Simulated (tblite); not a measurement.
C4H9F3Si2.
Geometry (GFN2-xTB, Å), atoms numbered from 1 in this order:
```xyz
18
C4H9F3Si2 angstrom
F      2.3961   -0.6017    1.3362
C      1.6147    0.3148    0.7389
F      0.7723    0.7562    1.6915
F      2.4193    1.3527    0.4512
C      0.9138   -0.2335   -0.4899
C      0.0914    0.8703   -1.1624
Si    -1.5327    1.2069   -0.1879
Si    -1.5609   -0.9020    0.7677
C      0.0613   -1.4485   -0.1102
H      1.7318   -0.5460   -1.1551
H     -0.1532    0.5323   -2.1703
H      0.7050    1.7635   -1.2771
H     -1.3581    2.3721    0.6804
H     -2.5645    1.5543   -1.1733
H     -2.6097   -1.8491    0.3680
H     -1.4044   -1.0208    2.2181
H      0.6541   -2.1356    0.4932
H     -0.1851   -1.9797   -1.0305
```

Calculated harmonic vibrations of the isolated species, GFN2-xTB (tblite), most abundant isotopes, no scaling. The method is semi-empirical: single wavenumbers can be off by several per cent or more. Modes of hydrogen on silicon can be 10 to 20 % off. One conformer, not necessarily the lowest.

Harmonic wavenumbers (cm⁻¹): 42.7, 97.2, 107.0, 217.6, 236.3, 275.7, 306.4, 358.6, 389.8, 442.7, 456.6, 470.5, 497.6, 515.8, 532.2, 552.9, 602.0, 630.7, 651.1, 681.0, 720.2, 754.6, 787.0, 798.3, 822.2, 827.9, 972.8, 1030.6, 1056.2, 1081.6, 1129.5, 1139.7, 1207.4, 1224.1, 1269.7, 1304.2, 1327.9, 1480.0, 1489.3, 2201.1, 2212.2, 2250.5, 2254.4, 2892.9, 2980.7, 2984.6, 3002.7, 3003.0.

A = 1800, B = 957.9, C = 820.1 MHz; mass 170.019 u (most abundant isotopes); point group Cs, symmetry number 1.

Q: Zero-point energy?

A: ½Σν̃ = 26135 cm⁻¹ = 312.64 kJ/mol.

Q: Give the ideal-gas entropy at 350 K and 1 bar in the rigid-rotor, harmonic-oscillator model (classical rotation).

A: Translation 176.24, rotation 126.72, vibration 147.35: S = 450.3 J/(mol K).

Q: And Cp and H(350 K) − H(0)?

A: Cp = 205.41 J/(mol K), of which vibrations give 172.15 (their classical limit is 48 R = 399.1); H(350 K) − H(0) = 40.44 kJ/mol without the zero-point energy, 28.80 from vibrations.

Q: Which modes carry the vibrational entropy at 350 K?

A: 42.7 cm⁻¹: 22.79; 97.2 cm⁻¹: 16.00; 107.0 cm⁻¹: 15.21; 217.6 cm⁻¹: 9.51; 236.3 cm⁻¹: 8.88; 275.7 cm⁻¹: 7.70 J/(mol K); the other 42 give 67.26 together.

Q: How do the functions run with temperature in this model?

A: 
```csv
T (K),S (J/(mol K)),Cp (J/(mol K)),H − H(0) (kJ/mol),G − H(0) (kJ/mol),ln q(vib)
150,325.0,99.8,9.35,-39.39,2.54
250,389.5,156.9,22.23,-75.15,5.06
298.15,419.3,181.6,30.39,-94.63,6.37
400,479.1,225.6,51.22,-140.42,9.25
600,582.8,285.1,102.77,-246.90,14.90
900,709.3,337.4,196.90,-441.46,22.78
```

q(vib) and H(0) count from the zero-point level.

Hindered rotation and anharmonicity are outside this model. Other conformers, if any are populated, would add a mixing term that is left out.
